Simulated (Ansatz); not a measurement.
Reaction (redistribution): `CB(N)[SiH2]Cl` + `BCC[SiH3]` → `BCC[SiH2]Cl` + `CB(N)[SiH3]`

Computed with Ansatz on PBE0-D4/def2-TZVP structures; ΔE is electronic, products minus reactants. CCSD(T)/CBS adds triple-zeta CCSD(T) − MP2 to the extrapolated MP2 energy (def2 sets, frozen cores). Functionals use def2-TZVPP. Each species was taken in one conformer, which may not be the lowest.

| level | ΔE (kcal/mol) | difference from CCSD(T)/CBS |
| --- | --- | --- |
| PBE-D4 | -1.5 | 0.0 |
| PBE0-D4 | -1.7 | -0.2 |
| B2PLYP | -1.6 | -0.1 |
| PBE0 | -1.8 | -0.3 |
| HF/def2-TZVPP | -2.7 | -1.2 |
| SCS-MP2/def2-TZVPP | -1.2 | 0.3 |
| CCSD/def2-TZVPP | -1.7 | -0.2 |
| CCSD(T)/def2-TZVPP | -1.5 | 0.0 |
| HF/def2-QZVPP | -2.6 | -1.1 |
| MP2/def2-QZVPP | -1.0 | 0.5 |
| CCSD(T)/CBS | -1.5 | 0 |

Largest T1 diagnostic among the species: 0.013.

In def2-TZVPP, CCSD(T) changes the Hartree–Fock value by +1.2 kcal/mol (the triples alone add +0.3 kcal/mol) and MP2 by +1.7 kcal/mol.
